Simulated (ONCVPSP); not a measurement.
# Building the ONCV potential for gold (Au) (PBEsol, scalar-relativistic).

ONCVPSP 4.0.1 was run on this input:

```
# ATOM AND REFERENCE CONFIGURATION
# atsym  z   nc   nv     iexc    psfile
  Au 79.00   12    2  -116133      upf
#
#   n    l    f
    1    0    2.00
    2    0    2.00
    2    1    6.00
    3    0    2.00
    3    1    6.00
    3    2   10.00
    4    0    2.00
    4    1    6.00
    4    2   10.00
    4    3   14.00
    5    0    2.00
    5    1    6.00
    5    2   10.00
    6    0    1.00
#
# PSEUDOPOTENTIAL AND OPTIMIZATION
# lmax
    2
#
#   l,   rc,      ep,       ncon, nbas, qcut
    0    2.10    0.00    5    9    2.50
    1    1.70    0.04    4    8    5.20
    2    1.35    0.00    4    8    7.40
#
# LOCAL POTENTIAL
# lloc, lpopt,  rc(5),   dvloc0
    4    5    1.20    0.00
#
# VANDERBILT-KLEINMAN-BYLANDER PROJECTORs
# l, nproj, debl
    0    1    1.40
    1    2    1.50
    2    1    0.90
#
# MODEL CORE CHARGE
# icmod, fcfact, rcfact
    3    3.25    1.55
#
# LOG DERIVATIVE ANALYSIS
# epsh1, epsh2, depsh
   -2.00    5.00    0.02
#
# OUTPUT GRID
# rlmax, drl
    6.00    0.01
#
# TEST CONFIGURATIONS
# ncnf
    4
# nvcnf
#   n    l    f
    2
    5    2   10.00
    6    0    0.00
#
    2
    5    2    9.00
    6    0    0.00
#
    2
    5    2    8.00
    6    0    0.00
#
    2
    5    2   10.00
    6    0    0.50
#
```

Command:

```bash
oncvpsp.x < Au.dat > Au.out
```

Resulting log (shortened: citation, most of the input echo, consistency checks and plot data are left out):

```
[... start of the log left out ...]
Begin loop to  construct optimized pseudo wave functions
and semi-local pseudopoentials for all angular momenta

Calculating optimized projector #   1

 for l=   0

    Fraction of norm inside rc  0.255952
    Optimizing pswf for qcut=   2.50 a_B^-1,  ecut=   3.12 Ha
    Residual kinetic energy error=  7.18D-03 Ha

    Energy error per electron        Cutoff
         Ha          eV             Ha
         0.01000     0.27211        2.83
         0.00100     0.02721        8.31
         0.00010     0.00272       23.90
         0.00001     0.00027       41.21

   Wellstate for l =  1  n =  6
     eigenvalue =   0.0400
     asymptotic potential =   0.5400
     half-point radius =  6.6634

   Wellstate for l =  1  n =  7
     eigenvalue =   1.5400
     asymptotic potential =   2.0400
     half-point radius =  3.6848

Calculating optimized projector #   1

 for l=   1

    Fraction of norm inside rc  0.038711
    Optimizing pswf for qcut=   5.19 a_B^-1,  ecut=  13.47 Ha

optimize: ERROR ps0norm > uunorm, code will stop
```

The run stopped because the continuity conditions at rc already need more norm inside rc than the all-electron wave has, so norm conservation cannot be met.

The run took about 0.64 s on one core of a shared server CPU.
